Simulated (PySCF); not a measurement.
BeIn⁻ at UHF-MP2

Level: UHF-MP2. PySCF, scalar-relativistic core potentials, basis sets Be def2-SVPD, In def2-SVPD with ECP28.

```json
{"state": "³Σ⁻ (triplet), unpaired electrons π ↑↑", "bond length": "2.466 Å", "harmonic wavenumber": "399 cm⁻¹", "force constant": "0.785 mdyn/Å", "rotational constant Be": "0.3317 cm⁻¹", "anharmonicity ωexe": "3.47 cm⁻¹", "vibration–rotation constant αe": "0.00318 cm⁻¹"}
```

Correlated steps freeze 4 core orbitals. Spin–orbit coupling is left out, which matters for elements this heavy, above all for dissociation energies. The state is the lowest determinant that a PBE0 search found; another state may lie lower at other levels.
